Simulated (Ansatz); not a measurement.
Molecule: dichloro(silyloxy)silane, H$_{4}$Si$_{2}$OCl$_{2}$, net charge 0, singlet state. SMILES: [SiH3]O[SiH](Cl)Cl
Geometry: optimised at B3LYP-D3(BJ)/def2-TZVP (Ansatz, a quantum-chemistry and plane-wave program).

Cost and difference of B3LYP with Ansatz in habitual basis sets for the atomisation energy (kcal/mol). Conventions: atomisation electronic, to ground-state atoms; non-relativistic; 6-31G* and kin with 6d, 5d where marked; no dispersion term unless named; 6-311+G** with 5d, 6d on Na to Ar in Ansatz; valence correlation only; UHF or UKS for open shells; LANL2DZ with its own core potentials from Na on; spin-orbit terms left out. CBS marks a two-point X^-3 extrapolation of the correlation energy; Hartree-Fock from the larger set. Ab initio and DFT rows: single points at B3LYP-D3(BJ) geometries (Ansatz). Costs are core time of energy and forces over that of the cheapest set, on one shared machine, to one figure and rough; under a factor of 2 they don't order.

Coupled cluster (Ansatz) is a level with limits of its own, used here on species with T1 under 0.025 (0.045 for open shells) and stable references: CCSD(T)/CBS(aug-cc-pV(T+d)Z,aug-cc-pV(Q+d)Z).

Value to compare with: 740.9 kcal/mol.

```
level            relative cost  atomisation energy (kcal/mol)  difference
---------------  -------------  -----------------------------  ----------
B3LYP/STO-3G                1×                          840.8        99.9
B3LYP/LANL2DZ               1×                          622.7      -118.2
B3LYP/3-21G                 2×                          633.7      -107.2
B3LYP/6-31G                 2×                          596.4      -144.5
B3LYP/def2-SVP              2×                          704.4       -36.5
B3LYP/6-31G*                3×                          697.2       -43.7
B3LYP/6-31G**               3×                          700.0       -40.9
B3LYP/cc-pVDZ               3×                          681.4       -59.5
B3LYP/6-31+G*               4×                          694.1       -46.8
B3LYP/6-311+G**             6×                          694.4       -46.5
```

The dearest set gives -46.5 kcal/mol. A small set can land close by cancelling terms.
